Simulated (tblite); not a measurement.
Species: C3H10F2OSi3.
Cartesian coordinates in Å at the GFN2-xTB level; atoms count from 1:
```xyz
19
C3H10F2OSi3 angstrom
O     -0.9148   -0.4045   -2.4889
C     -1.4422   -0.2950   -1.3977
C     -0.6364   -0.0658   -0.2150
Si    -1.1943    1.5568    0.6325
Si    -0.8869   -1.5566    0.9769
Si     1.0751   -0.0120   -1.0798
C      2.3960    0.3173    0.3052
F      3.6409    0.2625   -0.2462
F      2.3698   -0.6663    1.2561
H     -2.5369   -0.3746   -1.2979
H     -0.4175    1.7219    1.8596
H     -2.6236    1.4697    0.9419
H     -0.9644    2.6820   -0.2762
H     -2.3261   -1.6934    1.2294
H     -0.1873   -1.2709    2.2225
H     -0.3935   -2.7692    0.3270
H      1.2234    1.1373   -1.9709
H      1.4724   -1.3027   -1.6306
H      2.3365    1.2726    0.8446
```

Computed with GFN2-xTB (tblite): harmonic, unscaled wavenumbers at the GFN2-xTB geometry, gas phase. Against measured fundamentals such values can be off by several per cent, at times by over 20. Modes of hydrogen on silicon can be 10 to 20 % off. One conformer, not necessarily the lowest.

Harmonic wavenumbers (cm⁻¹): 27.2, 44.3, 79.3, 102.0, 126.0, 128.8, 146.0, 156.0, 163.1, 190.4, 274.0, 291.8, 313.9, 410.5, 444.7, 494.3, 510.2, 512.0, 528.5, 540.5, 588.7, 637.1, 701.3, 706.5, 756.4, 761.2, 766.1, 772.8, 780.0, 792.7, 797.1, 803.9, 936.6, 956.0, 991.4, 1076.5, 1155.4, 1233.4, 1281.4, 1352.9, 1670.1, 2233.5, 2255.8, 2263.6, 2281.6, 2288.1, 2296.2, 2324.7, 2330.7, 2814.2, 2889.4.

A = 1206, B = 676.4, C = 621.6 MHz; mass 184.001 u (most abundant isotopes); point group C1, symmetry number 1.

Problem. What is the zero-point energy?

Solution. Half the sum of the wavenumbers: 24489 cm⁻¹ = 292.96 kJ/mol.

Problem. What is S at 200 K and 1 bar for an ideal gas of classical rigid rotors and harmonic oscillators?

Solution. Translation 165.59, rotation 124.00, vibration 134.74: S = 424.3 J/(mol K).

Problem. And Cp and H(200 K) − H(0)?

Solution. Cp = 167.38 J/(mol K), of which vibrations give 134.12 (their classical limit is 51 R = 424.0); H(200 K) − H(0) = 20.79 kJ/mol without the zero-point energy, 14.14 from vibrations.

Problem. How do the functions run with temperature in this model?

Solution. 
```json
{"T (K)": "150", "S (J/(mol K))": "380.7", "Cp (J/(mol K))": "137.6", "H − H(0) (kJ/mol)": "13.16", "G − H(0) (kJ/mol)": "-43.94", "ln q(vib)": "5.55"}
{"T (K)": "250", "S (J/(mol K))": "464.8", "Cp (J/(mol K))": "195.7", "H − H(0) (kJ/mol)": "29.88", "G − H(0) (kJ/mol)": "-86.32", "ln q(vib)": "9.80"}
{"T (K)": "298.15", "S (J/(mol K))": "501.4", "Cp (J/(mol K))": "220.3", "H − H(0) (kJ/mol)": "39.90", "G − H(0) (kJ/mol)": "-109.59", "ln q(vib)": "11.78"}
{"T (K)": "400", "S (J/(mol K))": "572.3", "Cp (J/(mol K))": "262.4", "H − H(0) (kJ/mol)": "64.59", "G − H(0) (kJ/mol)": "-164.34", "ln q(vib)": "15.81"}
{"T (K)": "600", "S (J/(mol K))": "690.2", "Cp (J/(mol K))": "318.3", "H − H(0) (kJ/mol)": "123.11", "G − H(0) (kJ/mol)": "-291.01", "ln q(vib)": "23.11"}
{"T (K)": "900", "S (J/(mol K))": "829.7", "Cp (J/(mol K))": "368.6", "H − H(0) (kJ/mol)": "226.84", "G − H(0) (kJ/mol)": "-519.89", "ln q(vib)": "32.63"}
```

q(vib) and H(0) count from the zero-point level.

Problem. Which modes carry the vibrational entropy at 200 K?

Solution. 27.2 cm⁻¹: 21.89; 44.3 cm⁻¹: 17.86; 79.3 cm⁻¹: 13.09; 102.0 cm⁻¹: 11.07; 126.0 cm⁻¹: 9.41; 128.8 cm⁻¹: 9.24 J/(mol K); the other 45 give 52.18 together.

Problem. Blend soft modes into free rotors: weight 1/[1 + (100 cm⁻¹/ν̃)⁴] for the oscillator and the rest for a rotor with moment μB/(μ + B), μ = h/(8π²ν), B = 10⁻⁴⁴ kg m². What vibrational entropy results?

Solution. 123.28 J/(mol K) in place of 134.74, which changes −T·S at 200 K by +2.29 kJ/mol.

Hindered rotation and anharmonicity are outside this model. Other conformers, if any are populated, would add a mixing term that is left out. The structure is chiral; the term R ln 2 for an equal mix with its mirror image is left out.
